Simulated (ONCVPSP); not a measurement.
**What one change does to a pseudopotential (Ag (Z = 47), ONCV)**

ONCVPSP 4.0.1 input, shortened (lines: element, Z, core and valence counts, functional; n l f; lmax; l rc ep ncon nbas qcut; lloc lpopt rc5 dvloc0; l nproj debl; icmod fcfact rcfact), PBE, scalar-relativistic:

```
  Ag 47.00    6    3        4      upf
    1    0    2.00
    2    0    2.00
    2    1    6.00
    3    0    2.00
    3    1    6.00
    3    2   10.00
    4    0    2.00
    4    1    6.00
    4    2    9.50
    2
    0    1.35    0.00    4    8    8.60
    1    1.25    0.00    4    7   11.80
    2    1.90    0.00    4    8    9.10
    4    5    0.90   -1.00
    0    2    0.70
    1    3    1.90
    2    3    1.00
    3    1.50    1.70
```

In the s channel the program set the typed energies aside and used -4.049, 0.250 Ha. In the p channel the program set the typed energies aside and used -2.707, 0.250, 2.150 Ha.

Change: core correction Teter function, fcfact 7.2, rcfact 1.7.

Cutoffs: the cutoffs (Ha) at which the residual kinetic energy of the hardest occupied pseudo-wave falls to 1 and 0.1 mHa per electron; they do not see the model core or the augmentation charge, which bear on the density cutoff. Errors are all-electron minus pseudo energies relative to the spin-unpolarised reference configuration.

**Question.** Predict the effect on cutoff, ghosts and configuration errors.

**Answer.** The potential gets neither clearly harder nor softer (45 Ha and 54 Ha → 45 Ha and 54 Ha); of the 4 tests that both files solve, the error grows in 0 and shrinks in 2 by more than 15 % and 0.3 meV (median size 1.5 → 1.2 meV); neither file shows a bound ghost. A model core, the more so a compact one, raises the density cutoff, which this test does not measure.

```csv
quantity,base,changed
"cutoff, loose",45 Ha,45 Ha
"cutoff, tight",54 Ha,54 Ha
bound ghosts,none,none
GHOST(+) flags under 300 eV,s at 143.4 eV,s at 143.4 eV
"error for 4s2 4p6 4d10 5s1, meV [ΔE -17.16 eV]",+1.8,+1.4
"error for 4s2 4p6 4d10, meV [ΔE -9.40 eV]",+1.2,+1.0
"error for 4s2 4p6 4d9, meV [ΔE 12.71 eV]",-0.2,-0.5
"error for 4s2 4p6 4d7, meV [ΔE 100.62 eV]",+59,+44
s: phases at 1.37 bohr within 0.05 rad from the reference energy up to (Ha; the scan ends near 5),4.8,4.8
p: phases at 1.27 bohr within 0.05 rad from the reference energy up to (Ha; the scan ends near 5),to the end of the scan,to the end of the scan
d: phases at 1.93 bohr within 0.05 rad from the reference energy up to (Ha; the scan ends near 5),to the end of the scan,to the end of the scan
"rms error of d²Exc/dni dnj with the model core, mHa",1.29,6.57
```
